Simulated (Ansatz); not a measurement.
`N[SiH2]I` + CH₃SH → `CS[SiH2]I` + NH₃ at 500 K and 1 bar (ligand exchange at the Si–N bond).

Program: Ansatz. Geometries: PBE0-D4/def2-TZVP. ΔE: electronic, gas phase. CCSD(T)/CBS adds triple-zeta CCSD(T) − MP2 to the extrapolated MP2 energy (def2 sets, frozen cores). This one scheme is used for every species. def2 core potentials past Kr. For I outer-core shells are correlated without core-valence functions, which leaves a few kJ/mol of doubt a bond. Each species was taken in one conformer, which may not be the lowest.

| species | CCSD(T)/CBS energy (Eh) | H − E (kJ/mol) | S (J/(mol·K)) |
| --- | --- | --- | --- |
| `N[SiH2]I` | -643.69654 | 150.2 | 360.6 |
| CH₃SH | -438.22835 | 145.1 | 283.7 |
| `CS[SiH2]I` | -1025.41950 | 193.9 | 420.4 |
| NH₃ | -56.50880 | 108.2 | 211.8 |

H − E and S are ideal-gas, rigid-rotor, harmonic terms from PBE0-D4/def2-TZVP, for one conformer and one mirror image of each species. 1 Eh = 2625.50 kJ/mol, R = 8.31446 J/(mol·K).

Task: By hand: ΔE, ΔH, ΔS and ΔG.

Result: ΔE = (-1025.41950) + (-56.50880) − (-643.69654) − (-438.22835) = -0.00341 Eh = -9.0 kJ/mol. Δ(H − E) = 193.9 + 108.2 − 150.2 − 145.1 = 6.8, so ΔH = -2.2 kJ/mol. ΔS = 420.4 + 211.8 − 360.6 − 283.7 = -12.1 J/(mol·K). ΔG = -2.2 − 500 × (-12.1)/1000 = 3.8 kJ/mol.

Task: By hand: the equilibrium constant, and the temperature at which ΔG would vanish if ΔH and ΔS stayed fixed.

Result: log₁₀ K = −ΔG/(RT ln 10) = -0.4. ΔG = 0 at ΔH/ΔS = 182 K, though so small a ΔH makes that figure unsure.

TΔS isn't small against ΔH here. The sign of ΔG lies within the doubt. A doubt of 5 kJ/mol in ΔE shifts log₁₀ K by 0.5 here. Other conformers and mirror images would add mixing entropy, several J/(mol·K) or more a flexible species. These are equilibria of isolated gas molecules and say nothing of rates. Largest T1 diagnostic: 0.009 (customary marks: 0.02 for closed shells, 0.045 for open ones).
